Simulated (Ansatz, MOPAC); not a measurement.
Species: chloro(ethenylsilyl)silane, C₂H₇ClSi₂, charge 0, multiplicity 1. SMILES: C=C[SiH2][SiH2]Cl
Structure (B3LYP-D3(BJ)/def2-TZVP (Ansatz, a first-principles code) minimum search):
```
Si
H 1 1.4841
H 1 1.4847 2 109.34
C 1 1.8614 2 111.28 3 -121.27
C 4 1.3318 1 123.88 2 125.52
H 5 1.0848 4 121.95 1 -1.62
H 5 1.0849 6 115.98 4 179.90
H 4 1.0873 5 118.31 6 -179.77
Si 1 2.3451 2 107.65 3 119.24
H 9 1.4806 1 112.27 2 -176.01
H 9 1.4810 10 108.78 1 -126.37
Cl 9 2.0838 10 107.28 11 -115.91
```

Quantity: vertical ionisation energy to the doublet, in eV. Terms: PM7 with its own dispersion and hydrogen-bond terms; dispersion terms only where a functional's name holds one; each state is the SCF solution reached for its charge and spin; six Cartesian d functions in 6-31G* and its kin unless marked 5d; non-relativistic; no spin-orbit coupling; open shells spin-unrestricted. Ab initio and DFT rows: single points at B3LYP-D3(BJ) geometries (Ansatz). Semi-empirical rows: differences of heats of formation at the shared geometry for vertical values.

| level | program | vertical ionisation energy to the doublet (eV) |
|---|---|---|
| PM3 | MOPAC | 9.06 |
| PM6 | MOPAC | 8.52 |
| PM7 | MOPAC | 10.17 |
| MNDO | MOPAC | 9.31 |
| PBE/6-31G* | Ansatz | 9.03 |
| B3LYP/STO-3G | Ansatz | 7.73 |
| wB97M-V/def2-TZVPD | Ansatz | 9.71 |
| wB97X-V/def2-TZVPD | Ansatz | 9.77 |

No value to compare with is used here. The 6 habitual levels span 7.73 (B3LYP/STO-3G) to 10.17 eV (PM7); wB97M-V/def2-TZVPD gives 9.71.

The levels are drawn from those run, B3LYP/6-31G* more often than the rest, none by its result; left out are runs that failed, that the program found above a lower state of the same kind, or whose <S^2> lies over 0.5 above the pure value.
